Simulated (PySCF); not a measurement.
## Spin-rotation constants: `C#C[C@H](F)[Se]C=C=S`, C5H3FSSe

Molfile (atoms numbered from 1):
```
C5H3FSSe
     RDKit          3D

 11 10  0  0  0  0  0  0  0  0999 V2000
   -1.2799    1.6943    0.4685 C   0  0  0  0  0  0  0  0  0  0  0  0
   -1.2596    0.5396    0.1503 C   0  0  0  0  0  0  0  0  0  0  0  0
   -1.1784   -0.8499   -0.2106 C   0  0  2  0  0  0  0  0  0  0  0  0
   -0.8688   -1.6380    0.8631 F   0  0  0  0  0  0  0  0  0  0  0  0
    0.2085   -1.1484   -1.6203 Se  0  0  0  0  0  2  0  0  0  0  0  0
    1.6979   -0.2506   -0.7895 C   0  0  0  0  0  0  0  0  0  0  0  0
    1.8001   -0.0585    0.4879 C   0  0  0  0  0  0  0  0  0  0  0  0
    1.8647    0.2294    2.0158 S   0  0  0  0  0  0  0  0  0  0  0  0
   -1.3295    2.7060    0.7426 H   0  0  0  0  0  0  0  0  0  0  0  0
   -2.1201   -1.2225   -0.6363 H   0  0  0  0  0  0  0  0  0  0  0  0
    2.4705    0.0013   -1.4975 H   0  0  0  0  0  0  0  0  0  0  0  0
  1  2  3  0
  2  3  1  0
  3  4  1  0
  3  5  1  0
  5  6  1  0
  6  7  2  0
  7  8  2  0
  1  9  1  0
  3 10  1  6
  6 11  1  0
M  END
```

Computed with GIAO PBE0/ANO-RCC-VDZP magnetisability, rotational g tensor and spin-rotation constants, non-relativistic, gas phase (PySCF 2.14.0). Geometry: GFN2-xTB.

The calculation is non-relativistic, which matters for the atoms heavier than Zn.

Q: Give the nuclear spin-rotation constants along the inertial axes (H = +C I·J) beside the isotropic shieldings.

A: Rotational constants 1.5763, 0.9190, 0.7455 GHz. A star marks the isotopologue with that one atom substituted, in its own axes.
| atom | isotope | Caa (kHz) | Cbb (kHz) | Ccc (kHz) | mean (kHz) | σ (ppm) |
| --- | --- | --- | --- | --- | --- | --- |
| F4 | 19F | 1.242 | 0.599 | 0.519 | 0.787 | 348.4 |
| H9 | 1H | -0.083 | -0.084 | -0.028 | -0.065 | 28.1 |
| H10 | 1H | 0.023 | -0.031 | -0.075 | -0.028 | 25.2 |
| H11 | 1H | -0.149 | 0.004 | -0.038 | -0.061 | 26.3 |
| C1 | 13C* | 0.405 | 0.246 | 0.152 | 0.268 | 101.5 |
| C2 | 13C* | 0.337 | 0.281 | 0.114 | 0.244 | 114.9 |
| C3 | 13C* | 0.434 | 0.233 | 0.164 | 0.277 | 96.2 |
| Se5 | 77Se* | 3.421 | 1.456 | 1.563 | 2.147 | 1431.2 |
| C6 | 13C* | 0.309 | 0.226 | 0.147 | 0.228 | 121.7 |
| C7 | 13C* | 0.709 | 0.456 | 0.405 | 0.523 | -64.4 |
| S8 | 33S* | 0.893 | 0.286 | 0.267 | 0.482 | 171.7 |

For the geometry as given, no vibrational averaging.
